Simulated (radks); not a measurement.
Q: Radial electron density D(r) = 4 pi r^2 rho(r) of an atom or ion with 21 electrons. All-electron calculation, non-relativistic Kohn-Sham, LB94 model potential, spin-polarised, spherical densities, point nucleus. Program: a radial shooting solver on a logarithmic mesh with Libxc functionals.

r (bohr),D(r) (e/bohr),spin D(r)
0.00303,7.507,0.000108
0.003791,10.89,0.000157
0.004705,15.31,0.000222
0.005886,21.31,0.000311
0.007364,28.79,0.000429
0.00914,37.19,0.000580
0.01143,46.43,0.000807
0.01419,54.64,0.00120
0.01775,60.77,0.00217
0.02221,62.97,0.00489
0.02757,61.11,0.0125
0.03449,57.10,0.0351
0.04315,55.28,0.0982
0.05355,59.41,0.255
0.067,69.35,0.643
0.08315,77.50,1.45
0.104,74.86,3.03
0.1301,59.24,5.57
0.1615,42.95,8.59
0.2021,38.20,11.1
0.2508,42.63,11.5
0.3138,40.47,8.91
0.3925,25.65,4.87
0.4872,10.18,1.80
0.6095,2.142,0.377
0.7625,0.2154,0.0403
0.9464,0.01002,0.00211

What is the nuclear charge?

A: Z = 50. The innermost maximum, from 1s, lies near 1/Z = 0.02 bohr (found: 0.0222), and its height grows with Z. The density is that of the tin ion Sn29+ in [Ar] 3d3; the configuration itself is not fixed sharply by these data, and Z only to a few units. D(r) has 3 maxima, at r = 0.0222, 0.0894, 0.272 bohr, and minima at 0.0418, 0.194 bohr, inside which lie 2.02, 10.99 electrons.
